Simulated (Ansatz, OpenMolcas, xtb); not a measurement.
## GeH4O2 (SMILES [OH][GeH2][OH]): the HOMO–LUMO gap, rung by rung

GeH4O2 has 7 atoms, charge 0, and is taken as a singlet. SMILES: `[OH][GeH2][OH]`. The coordinates come from a PBE0-D4/def2-TZVP relaxation. This is one conformer, not always the lowest.

Quantity: the HOMO–LUMO gap, in eV. The values are calculated.

| level | kind | program | value (eV) | CPU time |
| --- | --- | --- | --- | --- |
| GFN2-xTB | semi-empirical | xtb | 8.51 | under 2 s |
| HF/cc-pVDZ | Hartree–Fock | OpenMolcas | 16.63 | 8.8 s |
| SVWN5/cc-pVDZ | LDA | OpenMolcas | 6.50 | 24 s |
| BLYP/cc-pVDZ | GGA | OpenMolcas | 6.43 | 34 s |
| TPSS/cc-pVDZ | meta-GGA | OpenMolcas | 6.89 | 44 s |
| BHLYP/cc-pVDZ | global hybrid | Ansatz | 11.71 | 6.3 s |
| CAM-B3LYP/cc-pVDZ | range-separated hybrid | Ansatz | 11.65 | 6.1 s |
| B2PLYP/cc-pVDZ | double hybrid | OpenMolcas | 12.01 | 22 s |

All-electron rows without a relativistic Hamiltonian named are non-relativistic. The values span 6.43 to 16.63 eV. Orbital gaps aren't excitation energies, and those of double hybrids come from the SCF part alone; they tend to grow with the share of exact exchange. CPU times are rough (shared hosts, several kinds of processor and program).
